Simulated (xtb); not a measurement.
C₆H₁₆N₂ (SMILES CN(C)CCN(C)C), singlet, at a GFN2-xTB geometry. Base run: GFN0-xTB (xtb).

The xtb input:
```
$ xtb mol.xyz --gfn 0 --json

# file mol.xyz
24

C      2.41516844    -1.12686093     0.94830090
N      1.34850325    -0.29983269     0.42831183
C      1.86279536     0.91719718    -0.16197953
C      0.51292923    -1.05704265    -0.48430524
C     -0.67508306    -0.26642563    -1.04320054
N     -1.31094644     0.60636413    -0.07452281
C     -1.76272826    -0.10046876     1.10462197
C     -2.38765336     1.35143374    -0.68910597
H      2.98240896    -0.55579652     1.68182244
H      1.98931009    -1.99925753     1.44366294
H      3.10776160    -1.47689264     0.16450453
H      1.02829265     1.57379002    -0.39206355
H      2.44865870     0.73157661    -1.07729691
H      2.50409915     1.41518187     0.56354713
H      0.14390305    -1.92813636     0.06502865
H      1.09348761    -1.43575956    -1.34912948
H     -0.33552784     0.36413175    -1.87015395
H     -1.39196321    -1.00034081    -1.46254152
H     -0.89807506    -0.51097913     1.61872671
H     -2.25641400     0.60637660     1.76967255
H     -2.47077017    -0.91204615     0.86900461
H     -3.20237675     0.70466205    -1.05578897
H     -1.99863244     1.92317031    -1.53148044
H     -2.79963018     2.04760171     0.03997254
```

Each row names what was changed in the base input (with any setting that the change needs).

```
change         ΔE vs base (kJ/mol)  HOMO-LUMO gap (eV)
-------------  -------------------  ------------------
base                          0.00                7.23
etemp = 3000                  0.00                7.23
etemp = 10000                    …                7.23
acc = 0.1                     0.00                7.23
acc = 1000                    0.00                7.23
acc = 0.0001                  0.00                7.23
etemp = 1000                  0.00                7.23
```

### Question
Fill in the missing entries.

### Answer

- etemp = 10000, ΔE vs base (kJ/mol): -19.44
